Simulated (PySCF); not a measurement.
C₂H₄N₂OSi, SMILES C(/O[SiH3])=N\C#N.

Coordinates come from a PBE-D3(BJ)/def2-SVP optimisation. The structure was generated by enumeration; whether it is a known compound was not checked. One conformer was computed; it need not be the lowest.

Two levels are set side by side: TDDFT-PBE/def2-SVPD (PySCF) and TDDFT-CAM-B3LYP/def2-SVPD (PySCF). Vertical, same geometry. The lowest singlet is HOMO→LUMO 100 % with PBE and HOMO−1→LUMO 96 % with the other functional; states are paired by order. Differences are taken from unrounded values.

```csv
quantity,TDDFT-CAM-B3LYP
lowest singlet excitation (eV),4.99
lowest triplet excitation (TDA) (eV),4.00
first bright state (f over 0.05) (eV),5.91
its oscillator strength,0.22
```

Problem. What does TDDFT-PBE give, and how far is it from TDDFT-CAM-B3LYP? (An estimate is asked for; the answer gives what the named calculation found.)

Solution. 
| quantity | TDDFT-PBE | TDDFT-PBE minus TDDFT-CAM-B3LYP |
|---|---|---|
| lowest singlet excitation (eV) | 4.36 | -0.63 |
| lowest triplet excitation (TDA) (eV) | 3.74 | -0.26 |
| first bright state (f over 0.05) (eV) | 5.27 | -0.64 |
| its oscillator strength | 0.13 | -0.09 |

A lower first singlet is the usual sign of a functional without exact exchange. Differences between two approximate levels are no errors against the true value.

Rough cost on one machine, each run with all the roots and properties that it gave: TDDFT-CAM-B3LYP against TDDFT-PBE about 8 times.
